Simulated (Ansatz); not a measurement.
```xyz
12

B    -1.1582   -0.3331    1.2493
B    -0.1055   -1.0792    0.2748
N     0.3805   -2.0179   -0.6028
S     0.9455    0.3546    1.0129
Si    0.5431    1.7607   -0.5570
H    -1.2542   -0.6574    2.3988
H    -1.8682    0.5440    0.8402
H    -0.1932   -2.7676   -0.9517
H     1.3306   -2.0322   -0.9341
H     1.8037    2.0382   -1.2921
H     0.0310    3.0136    0.0465
H    -0.4551    1.1764   -1.4849
```

Total charge 0; spin multiplicity 1.

Q: List the CAM-B3LYP/def2-TZVPP orbital energies in eV (the Gaussian-basis code of Ansatz). (Best estimate.)

A: The calculation gave: Occupied: -2419.75, -1801.59, -392.11, -217.83, -186.10, -184.54, -162.37, -162.31, -162.25, -146.13, -101.49, -101.43, -101.42, -26.55, -22.51, -17.13, -16.49, -16.24, -15.37, -12.50, -12.16, -11.70, -11.08, -10.35, -10.06, -9.26, -8.49. Lowest empty: 0.79, 1.12, 1.13, 1.66, 1.77, 2.51, 2.68, 3.10.
